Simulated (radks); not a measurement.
Radial electron density D(r) = 4 pi r^2 rho(r) of an atom or ion with 29 electrons. All-electron calculation, Dirac Kohn-Sham, PBE, spin-unpolarised, spherical densities, finite nucleus; Fermi nuclear charge, rms radius of each element as measured or else 0.836 A^(1/3) + 0.57 fm. Program: a radial shooting solver on a logarithmic mesh with Libxc functionals.

```
   r/bohr * D(r) (the largest magnitude, 39.6, reaches the edge; | marks zero)
   0.0023 | *
 0.003093 |  *
 0.004125 |   *
 0.005502 |      *
 0.007397 |          *
 0.009866 |                *
  0.01316 |                        *
  0.01769 |                                 *
   0.0236 |                                          *
  0.03147 |                                               *
  0.04231 |                                               *
  0.05643 |                                          *
  0.07587 |                                      *
   0.1012 |                                          *
    0.135 |                                                   *
   0.1815 |                                                      *
    0.242 |                                         *
   0.3228 |                          *
    0.434 |                         *
   0.5789 |                              *
   0.7721 |                          *
    1.038 |              *
    1.384 |     *
    1.847 |  *
    2.483 |*
    3.311 |*
    4.416 *
    5.938 *
    7.919 *
    10.56 *
     14.2 *
```

What is the nuclear charge?

Answer. Z = 29. The innermost maximum, from 1s, lies near gamma/Z bohr with gamma = sqrt(1 - (Z/c)^2) = 0.977, here 0.0337 bohr (found: 0.0363), and its height grows with Z. The density is that of neutral copper in [Ar] 3d9.5 4s1 4p0.5; the configuration itself is not fixed sharply by these data, and Z only to about a unit. D(r) has 3 maxima, at r = 0.0363, 0.165, 0.598 bohr, and minima at 0.0783, 0.376 bohr, inside which lie 2.11, 10.82 electrons.
